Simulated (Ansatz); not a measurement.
An input meant for In₉As₁₀H₂₈⁺, a nanocrystal cut from zinc blende InAs (hydrogen-capped) (charge 1, singlet).

```yaml
crystal:
  periodic: [false, false, false]
  atoms:
    - {symbol: As, position_ang: [-6.880649, -1.355181, -4.607617]}
    - {symbol: As, position_ang: [-6.935077, 4.515663, 1.365659]}
    - {symbol: As, position_ang: [-1.391672, -6.945277, -4.513685]}
    - {symbol: As, position_ang: [-1.166771, -1.169025, 1.152827]}
    - {symbol: As, position_ang: [4.582223, -6.896659, 1.359819]}
    - {symbol: As, position_ang: [4.431317, -0.890188, -4.465366]}
    - {symbol: As, position_ang: [4.515749, -1.394230, 6.930939]}
    - {symbol: As, position_ang: [-0.874726, 4.471744, -4.438493]}
    - {symbol: As, position_ang: [4.455006, 4.424499, 0.896062]}
    - {symbol: As, position_ang: [-1.389780, 4.557498, 6.893420]}
    - {symbol: In, position_ang: [-6.061207, -6.074582, -6.748099]}
    - {symbol: In, position_ang: [-4.037063, 1.771716, -1.781053]}
    - {symbol: In, position_ang: [-6.065037, 6.778910, 6.019644]}
    - {symbol: In, position_ang: [0.924088, 0.960820, -7.787970]}
    - {symbol: In, position_ang: [1.765354, -4.053180, -1.775056]}
    - {symbol: In, position_ang: [1.756815, 1.754340, 4.049029]}
    - {symbol: In, position_ang: [6.808462, -6.030902, 6.032353]}
    - {symbol: In, position_ang: [7.778059, 0.918480, -0.956519]}
    - {symbol: In, position_ang: [0.963421, 7.786122, -0.912541]}
    - {symbol: H, position_ang: [-7.765868, 0.404107, -6.720816]}
    - {symbol: H, position_ang: [-9.409871, -1.439551, -3.205946]}
    - {symbol: H, position_ang: [-9.386937, 2.995993, 1.547224]}
    - {symbol: H, position_ang: [-7.973118, 6.550009, -0.400584]}
    - {symbol: H, position_ang: [-1.571741, -9.397689, -2.994394]}
    - {symbol: H, position_ang: [0.365719, -7.985188, -6.555449]}
    - {symbol: H, position_ang: [-2.848183, -2.835375, 2.806996]}
    - {symbol: H, position_ang: [3.154850, -9.407253, 1.497431]}
    - {symbol: H, position_ang: [6.661098, -7.829696, -0.413795]}
    - {symbol: H, position_ang: [5.898707, -2.902430, -5.943495]}
    - {symbol: H, position_ang: [3.018219, -1.594476, 9.393863]}
    - {symbol: H, position_ang: [6.548053, 0.379477, 7.958130]}
    - {symbol: H, position_ang: [-2.888905, 5.953482, -5.899195]}
    - {symbol: H, position_ang: [5.935031, 5.878999, 2.916133]}
    - {symbol: H, position_ang: [-1.539497, 3.120064, 9.397085]}
    - {symbol: H, position_ang: [0.376060, 6.634706, 7.844286]}
    - {symbol: H, position_ang: [-8.065383, -8.020839, -5.059509]}
    - {symbol: H, position_ang: [-5.342423, -5.424922, -9.849201]}
    - {symbol: H, position_ang: [-8.055083, 5.145876, 8.026921]}
    - {symbol: H, position_ang: [-5.352020, 9.861640, 5.276455]}
    - {symbol: H, position_ang: [-1.443702, -1.370482, -7.732034]}
    - {symbol: H, position_ang: [2.403202, 2.423975, -10.300013]}
    - {symbol: H, position_ang: [9.883934, -5.263556, 5.312330]}
    - {symbol: H, position_ang: [5.195364, -8.057927, 8.018235]}
    - {symbol: H, position_ang: [7.737154, -1.445391, 1.376005]}
    - {symbol: H, position_ang: [10.279593, 2.404133, -2.429901]}
    - {symbol: H, position_ang: [-1.386395, 7.736570, 1.434504]}
    - {symbol: H, position_ang: [2.449755, 10.293003, -2.376501]}
basis:
  gaussian: {orbitals: def2-TZVP, fitting: {mean_field: def2-universal-jkfit}}
total_charge: 1
hamiltonian: {xc: {name: BLYP}}
scf: {lower_state_search: off}
```

```sh
$ ansatz run in.yaml --threads 11 --pin off --events-out ev --progress --plain --max-ram 166912MiB --backend cuda --devices 0, --max-vram 75GiB
```

Shortened log:

```
Functional definition: BLYP
5126 factors; integrals over basis functions are off by at most 1.3e0 eV
mean field evaluation 1: about -655193.1036 eV, gradient 1.4e2 eV
mean field evaluation 2: about -654296.3508 eV, gradient 3.7e2 eV
mean field evaluation 4: about -653862.7227 eV, gradient 2.5e2 eV
mean field evaluation 8: about -655335.6842 eV, gradient 2.4e1 eV
mean field evaluation 16: about -655341.0933 eV, gradient 1.5e0 eV
mean field evaluation 32: about -655341.1204 eV, gradient 3.5e-6 eV
mean field -655341.12035288 eV, -24083.3419668028 hartree, gradient 3.5e-6 eV, S^2 0.000000; 0 other end points of the search recorded, 0 dependent functions left out
reference -655341.12264536 eV, -24083.3420510498 hartree; 273, 273 occupied and 825, 825 virtual orbitals, 5126 factors
Total energy: -655341.12264536 eV, -24083.3420510498 hartree
Checks for a lower state left out: stability, starts, cluster_reference, orbital_swaps, neighbouring_geometries, increment
```

In this input the coordinates are in bohr but typed as ångström. Self-consistency was reached. The result belongs to that input, not to the species as meant.

In the def2 sets In takes a core potential; there is no spin–orbit coupling.
